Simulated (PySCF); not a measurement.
Geometry:
| atom | x (Å) | y (Å) | z (Å) |
| --- | --- | --- | --- |
| C1 | -1.573 | -0.571 | -0.773 |
| C2 | -0.669 | 0.333 | 0.004 |
| C3 | -0.987 | 0.818 | 1.196 |
| F4 | -2.157 | 0.532 | 1.806 |
| C5 | 0.675 | 0.642 | -0.591 |
| C6 | 1.702 | -0.438 | -0.202 |
| O7 | 1.978 | -0.450 | 1.173 |
| H8 | -1.840 | -0.101 | -1.718 |
| H9 | -1.070 | -1.510 | -0.999 |
| H10 | -2.483 | -0.783 | -0.217 |
| H11 | -0.379 | 1.483 | 1.791 |
| H12 | 0.602 | 0.676 | -1.678 |
| H13 | 1.041 | 1.603 | -0.229 |
| H14 | 2.656 | -0.231 | -0.693 |
| H15 | 1.347 | -1.425 | -0.534 |
| H16 | 1.149 | -0.570 | 1.653 |

- shielding tensors at PBE0/pcSseg-1 (GIAO)
- J: B3LYP/pcJ-1 (spin–dipole term only in couplings to heteroatoms)
- geometry: GFN2-xTB
- run in PySCF 2.14.0 with density-fitted response routines
- one averaged value for each set of equivalent atoms, single conformer, no solvent, non-relativistic Hamiltonian

Referencing at the same level of theory: ¹H vs TMS.

The spectrum was simulated from the full spin Hamiltonian at 500 MHz with 0.8 Hz Lorentzian lines, from shifts rounded to 0.01 ppm and J to 0.1 Hz, couplings under 1 Hz left out. Exchangeable protons (1H) are left uncoupled and out of the list.

Task: List the maxima of its ¹H spectrum with integrals.

Result: 
Maxima in Hz from TMS (height), grouped by integral:
1H: 3454.8 (3), 3453.8 (6), 3452.8 (10), 3451.8 (15), 3450.7 (15), 3449.7 (15), 3448.7 (10), 3447.6 (6), 3446.7 (3), 3363.4 (3), 3362.4 (6), 3361.4 (10), 3360.4 (15), 3359.3 (15), 3358.2 (15), 3357.2 (10), 3356.2 (6), 3355.2 (3)
2H: 1816.7 (34), 1815.6 (35), 1810.6 (69), 1809.5 (69), 1804.5 (36), 1803.4 (36)
2H: 1023.1 (19), 1022.1 (19), 1020.1 (20), 1019.1 (20), 1017.0 (37), 1016.0 (38), 1014.0 (38), 1013.0 (37), 1010.9 (20), 1009.9 (19), 1007.9 (19), 1006.9 (18)
3H: 943.2 (97), 941.1 (100), 939.0 (100), 936.9 (97)

Task: Summarise it as multiplets with assignments.

Result: ¹H NMR (500 MHz, computed): δ 6.81 (dqt, J = 91.4, 2.1, 1.0 Hz, 1H, H11), 3.62 (td, J = 6.1, 1.1 Hz, 2H, H14/H15), 2.03 (tdd, J = 6.1, 3.0, 1.0 Hz, 2H, H12/H13), 1.88 (dd, J = 4.2, 2.1 Hz, 3H, H8/H9/H10), 1.17 (br s, 1H, H16). These are first-order names; overlap and second-order distortion can hide them in the list.

OH and NH positions are those of a molecule without intermolecular hydrogen bonds; in solution they move with solvent, concentration and temperature, and exchange usually removes their couplings. Multiplet labels drop couplings under 1 Hz and merge nearly equal ones. Unscaled 3J(H,H) at this level run about 10 % above measured values. Couplings to exchangeable protons are dropped. Vicinal H,H couplings across rotating CH2–CH2 and CH–CH2 bonds are estimated from the computed gauche and anti values for equal rotamer populations, (2 J gauche + J anti)/3.
